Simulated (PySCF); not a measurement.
# NMR parameters of [VO2Cl2]-

[VO2Cl2]-, [Cl2O2V]-, point group C2v.

Geometry:
| atom | x (Å) | y (Å) | z (Å) |
| --- | --- | --- | --- |
| V1 | 0.111 | -0.001 | 0.089 |
| O2 | 0.112 | -0.029 | 1.665 |
| O3 | 1.608 | 0.008 | -0.396 |
| Cl4 | -0.921 | 1.862 | -0.646 |
| Cl5 | -0.910 | -1.840 | -0.712 |

Total charge -1.

GIAO calculations in PySCF 2.14 on the PBE0-D3(BJ)/def2-SVP structure: isolated species, non-relativistic, equivalent atoms averaged; basis pcSseg-1 (pcSseg-2 on V).

**Question.** Give the isotropic shieldings (ppm) with B3LYP, PBE, PBE0.

**Answer.** 
```csv
atoms,environment,B3LYP,PBE,PBE0
V1,"V bonded to 2 Cl, 2 O",-1624,-1406,-1620
Cl4/Cl5,chlorine bonded to V,717,698,747
O2/O3,oxygen bonded to V,-905.5,-735.6,-919.0
HOMO–LUMO gap (eV),–,5.34,3.41,5.88
```

**Question.** And the chemical shifts, against references computed in the same way?

**Answer.** 
```
  atoms  nucleus, reference   B3LYP     PBE    PBE0
     V1          ⁵¹V, VOCl3    -475    -409    -467
Cl4/Cl5           ³⁵Cl, HCl     213     236     196
  O2/O3            ¹⁷O, H2O  1239.5  1070.2  1253.6
```

**Question.** Which part of the shielding of V1 depends on the functional?

**Answer.** Diamagnetic: B3LYP 1711, PBE 1712, PBE0 1710 ppm; paramagnetic: B3LYP -3335, PBE -3119, PBE0 -3330 ppm. The diamagnetic part, set mainly by inner electrons, hardly moves; the paramagnetic part goes with low-lying magnetically allowed excitations and carries the spread.

Unscaled 17O shifts of doubly bonded oxygen tend to come out too high, by tens of ppm or more. Experimental scales use liquid or dissolved standards, which lie at an offset from isolated H2O (liquid H2O: subtract about 36 ppm).
